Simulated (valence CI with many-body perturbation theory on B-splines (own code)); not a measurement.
**Xe48+: calculated level list**

Computed by configuration interaction combined with many-body perturbation theory (CI+MBPT): four valence electrons over a frozen Dirac-Fock core [He], a basis of 11 s, 11 p, 10 d, 8 f, 5 g, 2 h functions for each j, with the one-electron correlation potential Σ1 (screened to all orders), the two-electron term Σ2, the three-electron term Σ3, Breit, model QED; selected single and double excitations, second order for the rest, scaled by the run's own slope (own B-spline code, finite nucleus).

The last digits are not significant, and no measured levels were compared; by estimate large intervals hold to a few tenths of a per cent, small ones and those within an open d or f shell to about a per cent. Among the levels kept, up to 880 cm⁻¹ of a level comes from second order outside the variational space, and about a tenth of that is noise between levels of different J, which matters for small intervals.

Levels 1 to 45 of 208, with energies above the lowest level, (2s^2 2p1/2^2) J=0. "Leading %" is the weight of the configuration and term that name the level; weights of strongly mixed levels are sums over their largest components and can fall short, so below about 35 % the name and the second component can differ from the true leading terms, or belong to a minority configuration. In the jj column 3d3/2^4 stands for four electrons in 3d with j = 3/2. Lifetimes count E1, E2, E3, M1 and M2 decay at the calculated energies, and are blank where another channel may lead or the interval is too uncertain; long ones can be off by a factor of two.

```tsv
No.	Configuration	Term	J	E (× 10³ cm⁻¹)	Leading %	Second component	Leading jj	Lifetime
1	2s2 2p2	3P	0	0.00	71	29 % 2s2 2p2 1S	2s^2 2p1/2^2 (100 %)	
2	2s2 2p2	3P	1	2682.3	100		2s^2 2p1/2 2p3/2 (100 %)	4.14 ns
3	2s2 2p2	1D	2	2808.7	63	37 % 2s2 2p2 3P	2s^2 2p1/2 2p3/2 (100 %)	2.95 μs
4	2s 2p3	3P°	2	4180.8	45	34 % 2s 2p3 5S°	2s 2p1/2^2 2p3/2 (98 %)	71.4 ps
5	2s 2p3	3D°	1	4671.8	36	26 % 2s 2p3 1P°	2s 2p1/2^2 2p3/2 (98 %)	1.20 ps
6	2s2 2p2	3P	2	5592.1	62	37 % 2s2 2p2 1D	2s^2 2p3/2^2 (99 %)	1.31 ns
7	2s2 2p2	1S	0	5918.9	70	29 % 2s2 2p2 3P	2s^2 2p3/2^2 (98 %)	994 ps
8	2s 2p3	3D°	2	6734.4	48	47 % 2s 2p3 5S°	2s 2p1/2 2p3/2^2 (98 %)	5.50 ps
9	2s 2p3	3D°	3	7015.9	100		2s 2p1/2 2p3/2^2 (100 %)	5.86 ps
10	2s 2p3	3P°	0	7315.7	100		2s 2p1/2 2p3/2^2 (100 %)	1.46 ps
11	2s 2p3	3S°	1	7435.3	44	40 % 2s 2p3 3D°	2s 2p1/2 2p3/2^2 (99 %)	780 fs
12	2s 2p3	1D°	2	7517.8	72	21 % 2s 2p3 3D°	2s 2p1/2 2p3/2^2 (98 %)	785 fs
13	2s 2p3	3P°	1	7545.8	53	32 % 2s 2p3 1P°	2s 2p1/2 2p3/2^2 (99 %)	1.01 ps
14	2p4	3P	2	9130.6	70	29 % 2p4 1D	2p1/2^2 2p3/2^2 (99 %)	820 fs
15	2p4	1S	0	9486.0	61	39 % 2p4 3P	2p1/2^2 2p3/2^2 (98 %)	671 fs
16	2s 2p3	3P°	2	10002	52	18 % 2s 2p3 1D°	2s 2p3/2^3 (98 %)	1.52 ps
17	2s 2p3	1P°	1	10463	41	26 % 2s 2p3 3S°	2s 2p3/2^3 (99 %)	569 fs
18	2p4	3P	1	11889	100		2p1/2 2p3/2^3 (100 %)	512 fs
19	2p4	1D	2	12021	70	30 % 2p4 3P	2p1/2 2p3/2^3 (100 %)	556 fs
20	2p4	3P	0	14959	61	38 % 2p4 1S	2p3/2^4 (99 %)	389 fs
21	2s2 2p 3s	3P°	0	40643	99		2s^2 2p1/2 3s (99 %)	19.8 fs
22	2s2 2p 3s	3P°	1	40665	67	32 % 2s2 2p 3s 1P°	2s^2 2p1/2 3s (99 %)	15.6 fs
23	2s2 2p 3p	3D	1	41099	73	23 % 2s2 2p 3p 1P	2s^2 2p1/2 3p1/2 (99 %)	1.45 ps
24	2s2 2p 3p	3P	0	41337	69	30 % 2s2 2p 3p 1S	2s^2 2p1/2 3p1/2 (98 %)	475 fs
25	2s 2p2 3s	5P	1	41892	24	22 % 2s2 2p 3p 3P	2s 2p1/2^2 3s (52 %)	35.4 fs
26	2s2 2p 3p	3D	2	42022	55	29 % 2s2 2p 3p 1D	2s^2 2p1/2 3p3/2 (99 %)	946 fs
27	2s 2p2 3s	5P	1	42120	25	25 % 2s2 2p 3p 3P	2s^2 2p1/2 3p3/2 (53 %)	45.1 fs
28	2s 2p2 3s	3P	0	42192	71	28 % 2s 2p2 3s 1S	2s 2p1/2^2 3s (97 %)	21.8 fs
29	2s2 2p 3d	3F°	2	42394	74	20 % 2s2 2p 3d 1D°	2s^2 2p1/2 3d3/2 (100 %)	14.1 fs
30	2s 2p2 3p	3P°	1	42448	23	18 % 2s 2p2 3p 5D°	2s 2p1/2^2 3p1/2 (70 %)	2.41 fs
31	2s 2p2 3p	5D°	0	42483	49	46 % 2s 2p2 3p 3P°	2s 2p1/2^2 3p1/2 (97 %)	337 fs
32	2s2 2p 3d	3D°	1	42592	37	22 % 2s2 2p 3d 1P°	2s^2 2p1/2 3d3/2 (71 %)	3.91 fs
33	2s2 2p 3d	3P°	2	42704	46	35 % 2s2 2p 3d 3D°	2s^2 2p1/2 3d5/2 (98 %)	2.40 fs
34	2s2 2p 3d	3F°	3	42728	48	29 % 2s2 2p 3d 1F°	2s^2 2p1/2 3d5/2 (99 %)	2.64 fs
35	2s 2p2 3p	3P°	2	43374	31	23 % 2s 2p2 3p 5P°	2s 2p1/2^2 3p3/2 (95 %)	121 fs
36	2s 2p2 3p	3D°	1	43410	35	20 % 2s 2p2 3p 1P°	2s 2p1/2^2 3p3/2 (97 %)	6.36 fs
37	2s2 2p 3s	3P°	2	43526	97		2s^2 2p3/2 3s (97 %)	27.1 fs
38	2s2 2p 3s	1P°	1	43573	66	31 % 2s2 2p 3s 3P°	2s^2 2p3/2 3s (98 %)	12.4 fs
39	2s 2p2 3d	5F	1	43742	42	35 % 2s 2p2 3d 3D	2s 2p1/2^2 3d3/2 (98 %)	18.4 fs
40	2s 2p2 3d	3D	2	43778	29	23 % 2s 2p2 3d 5F	2s 2p1/2^2 3d3/2 (93 %)	11.8 fs
41	2s 2p2 3d	3D	3	44036	33	20 % 2s 2p2 3d 5D	2s 2p1/2^2 3d5/2 (97 %)	2.66 fs
42	2s2 2p 3p	3P	1	44067	51	25 % 2s2 2p 3p 3S	2s^2 2p3/2 3p1/2 (96 %)	424 fs
43	2s2 2p 3p	3D	2	44087	43	32 % 2s2 2p 3p 1D	2s^2 2p3/2 3p1/2 (95 %)	247 fs
44	2s 2p2 3d	3F	2	44156	32	22 % 2s 2p2 3d 1D	2s 2p1/2^2 3d5/2 (92 %)	2.82 fs
45	2s 2p2 3s	5P	2	44468	86	8 % 2s 2p2 3s 3P	2s 2p1/2 2p3/2 3s (97 %)	28.4 fs
```

The ionisation energy to 2s2 2p 2P°_1/2 of the next ion comes out as 8972.4 eV (NIST: 8971 ± 4 eV (theoretical)). All 208 levels together are meant to be complete up to 51292 × 10³ cm⁻¹.
